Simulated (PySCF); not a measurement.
Isomers of C6H9F3O2, one GFN2-xTB conformer each. Single-point energies are computed at PBE0/pcSseg-1 (PySCF, gas phase, no added dispersion term), electronic only.

Question: Rank them by PBE0/pcSseg-1 energy, lowest first (kcal/mol).
A. `[CH3:1][O:2][C@@H:3]1[CH2:4][C@:5]1([CH3:6])[O:7][C:8]([F:9])([F:10])[F:11]` with C1–O2–C3–C4 151°, C4–C5–O7–C8 66°
B. `[CH3:1][O:2]/[C:3]([CH3:4])=[CH:5]/[CH2:6][O:7][C:8]([F:9])([F:10])[F:11]` with C1–O2–C3–C4 -177°, C3–C5–C6–O7 72°, C5–C6–O7–C8 66°
C. `[CH3:1][CH2:2][O:3][C:4]1([O:5][C:6]([F:7])([F:8])[F:9])[CH2:10][CH2:11]1` with C1–C2–O3–C4 177°, C2–O3–C4–O5 69°, O3–C4–O5–C6 61°
D. `[CH3:1][O:2][C:3](=[O:4])[C@H:5]([CH3:6])[CH2:7][C:8]([F:9])([F:10])[F:11]` with C1–O2–C3–O4 1°, O2–C3–C5–C6 -105°, C3–C5–C7–C8 -74°
E. `[CH3:1][CH2:2][C@H:3]([O:4][CH3:5])[C:6]([F:7])([F:8])[C:9](=[O:10])[F:11]` with C1–C2–C3–O4 -67°, C2–C3–O4–C5 158°, C2–C3–C6–F7 -46°, C3–C6–C9–O10 -83°

Answer: D (0.0), E (28.7), B (34.6), C (37.4), A (44.0).

As drawn, the lowest has a C=O bond and a C(=O)–O unit, which the highest lacks; the highest has a three-membered ring, which the lowest lacks. GFN2-xTB itself gives, in the same order: 0.0, 29.8, 17.3, 15.7, 21.5. Both levels put the same isomer lowest; measured from each level's own lowest isomer, the values differ by up to 22.5 kcal/mol (CO[C@@H]1C[C@]1(C)OC(F)(F)F: 21.5 against 44.0).

Which frontier levels, dipoles and rotational constants go with these structures?

```
                     SMILES  HOMO (eV, PBE0/pcSseg-1)  LUMO (eV)  dipole (D)       A, B, C (MHz)
   COC(=O)[C@H](C)CC(F)(F)F                     -8.18       0.21        2.63  1624, 747.0, 633.6
   CC[C@H](OC)C(F)(F)C(=O)F                     -8.20      -1.22        2.96  1315, 929.5, 796.6
       CO/C(C)=C/COC(F)(F)F                     -6.82       0.17        3.15  1973, 607.6, 561.9
        CCOC1(OC(F)(F)F)CC1                     -8.11       1.42        3.14  1485, 897.6, 667.3
CO[C@@H]1C[C@]1(C)OC(F)(F)F                     -7.47       1.15        3.23  1673, 800.6, 699.9
```
